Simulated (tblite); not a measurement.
Compound: C3H12N2Si2.
Geometry (GFN2-xTB, Å), atoms numbered from 1 in this order:
```xyz
19
C3H12N2Si2 angstrom
C     -3.352   -0.594   -0.906
C     -3.256    0.547   -0.245
Si    -1.708    1.210    0.597
N     -0.355    0.316    0.010
Si     1.274    0.428    0.576
N      2.102   -0.777   -0.327
C      3.525   -0.976   -0.205
H     -2.506   -1.253   -1.021
H     -4.272   -0.933   -1.361
H     -4.145    1.161   -0.156
H     -1.771    1.004    2.046
H     -1.589    2.650    0.313
H     -0.446   -0.025   -0.934
H      1.940    1.693    0.245
H      1.213    0.262    2.034
H      1.621   -1.652   -0.478
H      3.913   -1.479   -1.094
H      4.005   -0.005   -0.118
H      3.797   -1.570    0.675
```

Method: GFN2-xTB as coded in tblite; computed harmonic values from a numerical Hessian at the method's own geometry, unscaled. Against measured fundamentals such values can be off by several per cent, at times by over 20. Modes of hydrogen on silicon can be 10 to 20 % off. One conformer, not necessarily the lowest.

Harmonic wavenumbers (cm⁻¹): 32.6, 48.1, 68.6, 75.3, 117.7, 141.6, 170.9, 207.3, 293.9, 351.8, 383.3, 404.0, 525.4, 539.2, 557.2, 574.9, 606.5, 665.9, 733.5, 743.3, 776.9, 797.6, 821.1, 833.3, 917.8, 988.7, 1009.2, 1037.0, 1063.6, 1114.3, 1164.7, 1192.9, 1283.5, 1361.5, 1420.6, 1424.3, 1495.2, 1506.5, 1674.7, 2163.1, 2183.2, 2222.0, 2238.6, 2900.5, 2970.7, 3031.1, 3032.7, 3065.1, 3092.8, 3433.7, 3468.3.

A = 4387, B = 692.1, C = 610.1 MHz; mass 132.054 u (most abundant isotopes); point group C1, symmetry number 1.

Problem. Zero-point energy?

Solution. ½Σν̃ = 31463 cm⁻¹ = 89.96 kcal/mol.

Problem. What is S at 200 K and 1 bar for an ideal gas of classical rigid rotors and harmonic oscillators?

Solution. Translation 38.59, rotation 28.35, vibration 26.85: S = 93.8 cal/(mol K).

Problem. And Cp and H(200 K) − H(0)?

Solution. Cp = 32.88 cal/(mol K), of which vibrations give 24.93 (their classical limit is 51 R = 101.3); H(200 K) − H(0) = 4.31 kcal/mol without the zero-point energy, 2.72 from vibrations.

Problem. How do the functions run with temperature in this model?

Solution. 
```csv
T (K),S (cal/(mol K)),Cp (cal/(mol K)),H − H(0) (kcal/mol),G − H(0) (kcal/mol),ln q(vib)
100,75.2,22.2,1.56,-5.96,3.07
300,109.2,43.6,8.14,-24.62,9.99
500,135.8,60.7,18.69,-49.19,16.16
800,168.1,76.8,39.53,-94.97,24.50
1000,186.1,83.8,55.63,-130.42,29.51
```

q(vib) and H(0) count from the zero-point level.

Problem. Which modes carry the vibrational entropy at 200 K?

Solution. 32.6 cm⁻¹: 4.87; 48.1 cm⁻¹: 4.11; 68.6 cm⁻¹: 3.41; 75.3 cm⁻¹: 3.23; 117.7 cm⁻¹: 2.38; 141.6 cm⁻¹: 2.03 cal/(mol K); the other 45 give 6.82 together.

Problem. Blend soft modes into free rotors: weight 1/[1 + (100 cm⁻¹/ν̃)⁴] for the oscillator and the rest for a rotor with moment μB/(μ + B), μ = h/(8π²ν), B = 10⁻⁴⁴ kg m². What vibrational entropy results?

Solution. 23.90 cal/(mol K) in place of 26.85, which changes −T·S at 200 K by +0.59 kcal/mol.

Problem. What must be added to the electronic energy to get the Gibbs energy at 200 K and 1 bar?

Solution. ZPE + [H(200 K) − H(0)] − T·S = 89.96 + 4.31 − 18.76 = 75.51 kcal/mol.

Hindered rotation and anharmonicity are outside this model. Other conformers, if any are populated, would add a mixing term that is left out. The structure is chiral; the term R ln 2 for an equal mix with its mirror image is left out.
